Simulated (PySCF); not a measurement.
Geometry:
```csv
atom,x (Å),y (Å),z (Å)
F1,3.038,0.494,0.529
C2,1.850,-0.110,0.582
C3,0.921,0.040,-0.351
F4,1.127,0.843,-1.415
C5,-0.429,-0.601,-0.345
C6,-1.509,0.432,-0.016
F7,-1.390,0.841,1.268
F8,-2.736,-0.125,-0.127
H9,1.725,-0.732,1.454
H10,-0.472,-1.399,0.395
H11,-0.649,-1.006,-1.336
H12,-1.477,1.322,-0.663
```

All values are calculated (PySCF 2.14.0 with density-fitted response routines): coordinates at the GFN2-xTB level, shieldings: GIAO PBE0/pcSseg-1. Non-relativistic, one conformer, one averaged value for each set of equivalent atoms, isolated molecule.

Referencing at the same level of theory: TMS for 13C and 1H; 19F against CFCl3.

```
  atoms  nucleus  count  δ (ppm)
H10/H11       1H      2     2.60
     C6      13C      1    119.7
     H9       1H      1        ?
     C5      13C      1        ?
     C3      13C      1    152.8
     C2      13C      1    145.2
  F7/F8      19F      2   -135.6
    H12       1H      1        ?
     F1      19F      1   -160.0
     F4      19F      1   -145.3
```

Q: Estimate the values marked ?.

A: 
- C5: 40.2 ppm, allylic sp3 CH2; saturated and bonded to C and H only
- H9: 6.58 ppm, hydrogen on an alkene CH; olefinic region
- H12: 6.30 ppm, hydrogen on an sp3 CH bonded to 2 F; its carbon carries F, which withdraws density

Shifts are as computed. Against solution values, carbons near 30 ppm lie about +3 ppm off and those near 130 ppm about +5 ppm. Of 1309 compounds with measured shifts, 239 miss one by over three times the rms of a fit or turn the order of signals round; such compounds aren't used in these exercises. Unscaled 19F shifts against computed CFCl3 carry errors that often reach 10 to 50 ppm.
